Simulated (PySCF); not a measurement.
**Electron correlation in Ca⁷⁺ (calcium, charge +7)**

[Ne] 3s2 3p1, 2P determinant. Calculation: PySCF 2.14, in an even-tempered Gaussian basis (20 s from 0.19 bohr⁻², ratio 2.5; 13 p from 0.24 bohr⁻², ratio 2.5; 5 d from 1.9 bohr⁻², ratio 2.7; 5 f from 2.9 bohr⁻², ratio 2.7); scalar relativity by spin-free X2C-1e. Frozen: 1s2; 11 electrons correlated; the 23 highest virtual orbitals of each spin left out.

```tsv
level	correlation energy (mhartree)
CCSD	-413.47
(T)	-3.24
CCSD(T)	-416.71
```

Diagnostics: T1 = 0.0039, D1 = 0.0157, largest double amplitude 0.093.

Cost of the coupled-cluster step: 37 s of wall time on 2 threads of Neoverse-V2 (shared host), for 11 correlated electrons.

Iterations:

```
CC2 = 0
CCSD nocc = (np.int64(6), np.int64(5)), nmo = (95, 95)
frozen orbitals [[0, 96, 97, 98, 99, 100, 101, 102, 103, 104, 105, 106, 107, 108, 109, 110, 111, 112, 113, 114, 115, 116, 117, 118], [0, 96, 97, 98, 99, 100, 101, 102, 103, 104, 105, 106, 107, 108, 109, 110, 111, 112, 113, 114, 115, 116, 117, 118]]
max_cycle = 100
direct = 0
conv_tol = 1e-08
conv_tol_normt = 1e-06
diis_space = 8
diis_start_cycle = 0
Init t2, MP2 energy = -0.393512077094227
Init E_corr(UCCSD) = -0.393512077097256
cycle = 1  E_corr(UCCSD) = -0.406735738374896  dE = -0.0132236613  norm(t1,t2) = 0.0344023
cycle = 2  E_corr(UCCSD) = -0.411096454364686  dE = -0.00436071599  norm(t1,t2) = 0.0131301
cycle = 3  E_corr(UCCSD) = -0.413489793136711  dE = -0.00239333877  norm(t1,t2) = 0.00533467
cycle = 4  E_corr(UCCSD) = -0.413473509438412  dE = 1.62836983e-05  norm(t1,t2) = 0.000389004
cycle = 5  E_corr(UCCSD) = -0.413474440573872  dE = -9.3113546e-07  norm(t1,t2) = 3.61632e-05
cycle = 6  E_corr(UCCSD) = -0.413475007136154  dE = -5.66562281e-07  norm(t1,t2) = 5.49945e-06
cycle = 7  E_corr(UCCSD) = -0.413474817317125  dE = 1.89819029e-07  norm(t1,t2) = 1.12346e-06
cycle = 8  E_corr(UCCSD) = -0.413474859495304  dE = -4.21781797e-08  norm(t1,t2) = 1.72629e-07
cycle = 9  E_corr(UCCSD) = -0.413474855131346  dE = 4.36395836e-09  norm(t1,t2) = 1.83332e-08
UCCSD converged
E(UCCSD) = -663.570042157382  E_corr = -0.4134748551313461
UCCSD(T) correction = -0.00324450373908715
```
